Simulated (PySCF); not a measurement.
Correlation energy of Kr²⁺ (krypton, charge +2)

[Ar] 3d10 4s1 4p4 4d1, one real determinant (an excited configuration). Calculation: PySCF 2.14, in aug-cc-pVQZ-PP with ECP10MDF; a scalar-relativistic core potential. Frozen: 3s2 3p6 3d10; 6 electrons correlated.

| level | correlation energy (mhartree) |
| --- | --- |
| CCSD | -145.27 |
| (T) | -10.93 |
| CCSD(T) | -156.20 |

Diagnostics: T1 = 0.010, D1 = 0.0248, largest double amplitude 0.180.

Task: Is a single reference adequate?

Result: Not fully. The real determinant used has ⟨L²⟩ near 8 against 12 for a pure F term, so it mixes terms. The outer electron is Rydberg-like, and this basis confines it to a smaller radius and binds it less than a complete one would. A double-excitation amplitude exceeds 0.15, a sign of near-degeneracy.

The reference is one real determinant that mixes LS terms of this configuration.
